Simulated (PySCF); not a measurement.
## Tb(IV) with different ligands

Computed with PySCF 2.14.0, PBE0, def2-SVP on the ligands, density fitting, scalar-relativistic core potentials, no spin-orbit coupling, vacuum. The metal has lcecp-2-SVP with ECP53. Each complex is relaxed within the symmetry of a template of the same shape. Distances are means of the shortest metal–ligand contacts, charges and spins Mulliken's; removal energies are rigid, with the ligand's formal charge and no counterpoise, so too large; for an anion taken off a cation in vacuum most of it is the attraction of opposite charges, and multiply charged cations can part far more cheaply with an electron moved from ligand to metal. lcecp potentials hold a fixed number of 4f electrons in the core, out of states, spins and gaps.

```csv
complex,point group,M–first ligand (Å),charge on M (e),removal of one first-named ligand (eV),"strongest infrared band, degenerate modes summed (cm⁻¹)",unstable modes (below −25 cm⁻¹)
Tb(SH)4,S4,2.492,0.64,9.81,338,0
```

Question: Order these by the energy to remove one first-named ligand, lowest first.
A. TbF4
B. TbCl4
C. Tb(NH2)4
D. Tb(OH)4
E. TbH4

Answer: B (10.43), E (10.97), C (11.29), D (11.91), A (13.26).

Question: What else do they give?

Answer: 
```csv
complex,point group,M–first ligand (Å),charge on M (e),removal of one first-named ligand (eV),"strongest infrared band, degenerate modes summed (cm⁻¹)",unstable modes (below −25 cm⁻¹)
TbF4,Td,1.953,1.61,13.26,658,0
Tb(OH)4,Td,1.987,1.32,11.91,–,0
TbCl4,Td,2.386,0.98,10.43,391,0
Tb(NH2)4,S4,2.110,0.98,11.29,–,not given
TbH4,Td,1.892,0.90,10.97,1668,0
```

Moved off a saddle point of the template and relaxed again: Tb(NH2)4. One start shape was tried for each, so a minimum needn't be the lowest isomer. Oxidation states forced by the potential, rare, strongly oxidising or of another configuration in reality: TbF4, Tb(SH)4, Tb(OH)4, TbCl4, Tb(NH2)4, TbH4.
